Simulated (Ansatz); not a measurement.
Start from `O[AsH2]` and change one atom or group to get `PO[AsH2]`.

Ansatz, PBE0-D4/def2-TZVP geometries, multiplicity 1. Each molecule was computed in one conformer, which needn't be the lowest.

Scalar relativity is left out up to krypton.

| property | `O[AsH2]` |
| --- | --- |
| zero-point energy (PBE0-D4/def2-TZVP) / kJ/mol | 76.9 |
| size of the dipole moment (B3LYP/def2-TZVPP) / D | 1.27 |
| LUMO energy (PBE0/def2-TZVPP) / eV | -0.49 |
| LUMO energy (ωB97M-V/def2-TZVPP) / eV | 1.39 |
| LUMO energy (B3LYP/def2-TZVPP) / eV | -0.77 |
| HOMO energy (ωB97M-V/def2-TZVPP) / eV | -9.72 |

Give the same properties after the change, and the shifts. (An estimate is asked.)

The calculation gave: 
```tsv
property	`PO[AsH2]`	shift
zero-point energy (PBE0-D4/def2-TZVP) / kJ/mol	98.6	21.7
size of the dipole moment (B3LYP/def2-TZVPP) / D	0.75	-0.52
LUMO energy (PBE0/def2-TZVPP) / eV	-1.04	-0.55
LUMO energy (ωB97M-V/def2-TZVPP) / eV	0.93	-0.46
LUMO energy (B3LYP/def2-TZVPP) / eV	-1.26	-0.49
HOMO energy (ωB97M-V/def2-TZVPP) / eV	-9.26	0.46
```

With PBE0 the HOMO rises by 0.47 eV and the LUMO falls by 0.55 eV, so the gap narrows by about 1.02 eV. PBE moves the HOMO by 0.48 eV and ωB97M-V by 0.46 eV. The zero-point energy changes by 21.7 kJ/mol with +6 modes. Dipoles are sizes alone; their direction can turn.

B3LYP here is the variant with VWN-RPA as its local correlation; programs differ in this.
